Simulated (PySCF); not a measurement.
Sn(H)2(Et)(NH2) (C2H9NSn), SMILES [SnH2]([NH2])[CH2]C.

Geometry: r2SCAN-D4/def2-SVP. The structure was generated by enumeration; whether it is a known compound was not checked. The def2 effective core potentials stand for the cores of Sn; spin–orbit coupling is left out. One conformer was computed; it need not be the lowest.

The numbers are results of TDDFT-PBE/def2-SVPD run with PySCF 2.14.0, not measurements.

Vertical excitations. Gas-phase values at a fixed geometry.

| state | energy (eV) | λ (nm) | f | main pairs |
|---|---|---|---|---|
| S1 | 5.15 | 241 | 0.017 | HOMO→LUMO 88 % |
| S2 | 5.57 | 222 | 0.023 | HOMO→LUMO+1 50 %, HOMO→LUMO+2 44 % |
| S3 | 5.64 | 220 | 0.037 | HOMO→LUMO+2 53 %, HOMO→LUMO+1 35 % |
| S4 | 6.04 | 205 | 0.023 | HOMO−1→LUMO 94 % |
| S5 | 6.29 | 197 | 0.008 | HOMO→LUMO+3 99 % |
| S6 | 6.53 | 190 | 0.003 | HOMO−1→LUMO+2 53 %, HOMO−1→LUMO+1 39 % |
| S7 | 6.56 | 189 | 0.002 | HOMO→LUMO+4 88 % |
| S8 | 6.81 | 182 | 0.019 | HOMO→LUMO+5 74 % |
| S9 | 6.92 | 179 | 0.191 | HOMO−1→LUMO+1 38 %, HOMO−1→LUMO+2 31 %, HOMO→LUMO+5 15 % |
| S10 | 6.95 | 178 | 0.041 | HOMO−2→LUMO 84 % |
| T1 | 4.73 | 262 | 0 | HOMO→LUMO 95 % |
| T2 | 5.25 | 236 | 0 | HOMO→LUMO+1 94 % |
| T3 | 5.45 | 228 | 0 | HOMO→LUMO+2 98 % |
| T4 | 5.80 | 214 | 0 | HOMO−1→LUMO 98 % |
Triplets are in the Tamm–Dancoff approximation, which puts them higher than full response would, so one can lie above its singlet here.
